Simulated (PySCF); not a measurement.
**Polarisability and C₆ of Pb³⁺ (lead, charge +3)**

[Xe] 4f14 5d10 6s1, 2S determinant. Computed with PySCF 2.14 in aug-cc-pVQZ-PP with one added diffuse shell each of s, p, d, f, g type with ECP60MDF (8s8p6d4f3g, 117 functions), with a scalar-relativistic core potential. Coupled (time-dependent) response in atomic units; α is the mean over directions.

| method | mean α (bohr³) | C₆ (like pair) | S(−4) |
| --- | --- | --- | --- |
| UHF | 9.949 | 50.74 | 43.68 |
| PBE | 8.493 | 45.56 | 24.42 |

S(−4) is the Cauchy moment in α(ω) = α(0) + S(−4) ω² + …

α(iu) at PBE:

| u (hartree) | α(iu) (bohr³) |
| --- | --- |
| 0 | 8.493 |
| 0.0500 | 8.433 |
| 0.100 | 8.260 |
| 0.200 | 7.671 |
| 0.300 | 6.942 |
| 0.500 | 5.600 |
| 0.750 | 4.404 |
| 1.00 | 3.587 |
| 1.50 | 2.536 |
| 2.00 | 1.882 |
| 3.00 | 1.131 |
| 5.00 | 0.5148 |

A single London oscillator, α(iu) = α/(1 + u²/ω²), gives C₆ = (3/4) ω α². Matching the computed C₆ needs ω = 4 × 45.56 / (3 × 8.493²) = 0.842 hartree.

For an ion, C₆ is the dispersion term alone; charge-induced terms of lower order in 1/R come first.

Energies and moments cover only the electrons outside the core potential. Spin-orbit coupling, which splits the p, d and f shells strongly at this Z, is absent.
